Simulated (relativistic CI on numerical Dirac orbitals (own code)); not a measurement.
## Se2+: calculation against measurement

Computed by Dirac-Coulomb-Breit CI, orbitals from a KLI potential per configuration, QED by a radiative potential, valence Slater integrals scaled by 0.85, configuration energies shifted to the measured levels that pair with them (semi-empirical) (own radial code, finite nucleus).

Configurations in the expansion (outside the closed core [Ar] 3d10): 4s²4p², 4s4p³, 4s²4p5s, 4s²4p5p, 4s²4p5d, 4s²4p6s, 4s²4p4d, 4p⁴, 4s²4p4f, 4s²4d², 4s4p²4d, 4s4p²4f, 4s²4f², 4s²4p6p, 4s²4p5f, 4s²4p6d, 4s²4p5g, 4p²4d², 4s²4p6f, 4s4p²5s, 4s²4d4f, 4s4p²5p, 4p³4d, 4s²4d5s, 4s4p4d², 4s²5s², 4s4p²6s, 4s4p²5d, 4p³4f, 4p²4f². Levels of other configurations are missing.

```csv
Configuration,Term (tabulated),J,Measured (cm⁻¹),Computed,Error,Purity (%)
4s²4p²,3P,0,0.0,0,0,95
4s²4p²,3P,1,1741.0,1668,-73,97
4s²4p²,3P,2,3937.0,3802,-135,94
4s²4p²,1D,2,13032.0,13350,318,94
4s4p³,3D°,2,92723.0,94128,1405,77
4s4p³,3P° †,0,106482.0,106484,2,75
4s4p³,3P° †,2,106515.0,106160,-355,60
4s4p³,3P° †,1,106591.0,106543,-48,73
4s²4p5s,3P°,0,126276.9,126298,21,98
4s²4p5s,3P°,1,126781.4,126798,17,80
4s²4p5s,3P°,2,130391.0,130372,-19,95
4s²4p5s,1P°,1,131655.9,131126,-530,56
4s²4p5p,3D,2,153520.9,153540,20,86
4s²4p5p,3P,0,154783.0,154736,-47,94
4s²4p5p,3P,1,156360.4,156360,0,65
4s²4p5p,3D,3,156692.9,156723,30,98
4s²4p5p,3P,2,157874.2,157873,-1,82
4s²4p5p,3S,1,159302.9,159205,-98,84
4s²4p5p,1D,2,161170.2,161289,119,89
4s²4p5d,3F°,2,188429.2,188244,-185,84
4s²4p5d,3F°,3,189647.9,189577,-71,83
4s²4p5d,3F°,4,191593.6,192406,812,99
4s²4p6s,1P°,1,192161.8,192161,0,61
4s²4p5d,3P°,1,194950.5,194951,1,76
4s²4p5d,1F°,3,196845.4,198196,1350,88
```

Measured levels from Moore, Atomic Energy Levels, vol. II, NSRDS-NBS 35 (1971 reprint of NBS Circular 467, 1952); pairs were made by configuration, J and term (by order where the table uses no LS term), so strongly mixed levels may be paired wrongly. The analysis dates from before 1960.

Mean error by configuration (cm⁻¹): 4s²4p² 37; 4s4p³ 1405; 4s²4p5s -128; 4s²4p5p 3; 4s²4p5d 381; 4s²4p6s 0. Over the excited levels the mean absolute error is 250 cm⁻¹ (24 of the 29 excited levels that our extract of the source holds in range could be paired, and the others can miss by more), and the median relative error of those above 1,000 cm⁻¹ is 0.037 %, both after the shifts were fitted to these levels, so that a configuration with one level shows no error. Some levels of the ground configuration have no partner. † marks terms whose computed intervals miss the measured ones by more than a factor of 2.5, or configurations far off the rest, from wrong mixing, a near crossing or a doubtful label or measurement; they are left out of the means.

Configurations whose levels could be paired with our table of measured levels were shifted onto them, all but the ground configuration, by the median error of their levels; single terms can still be off by 1,000 to 2,000 cm⁻¹ or more, and rates follow the energies as ν³ (E1, M1) or ν⁵ (E2). The others borrow a shift and can be off by several thousand cm⁻¹ or more. The fine structure of a lone outer electron comes out too small, for d and f at times inverted, and misplaced configurations move strength between like terms. 24 of the 29 excited levels that our extract of the measured tables holds in this range could be paired (the sources list more); they are missed by 236 cm⁻¹ on average and 1405 at most, after the shifts were fitted to these levels, and levels without a partner can miss by more. Some levels of the ground configuration have no partner and can miss by 10 % or more.

Shifts applied (cm⁻¹): 4s²4p² 0; 4s4p³ 2839; 4s²4p5s -7866; 4s²4p5p -7633; 4s²4p5d -8013; 4s²4p6s -8563.
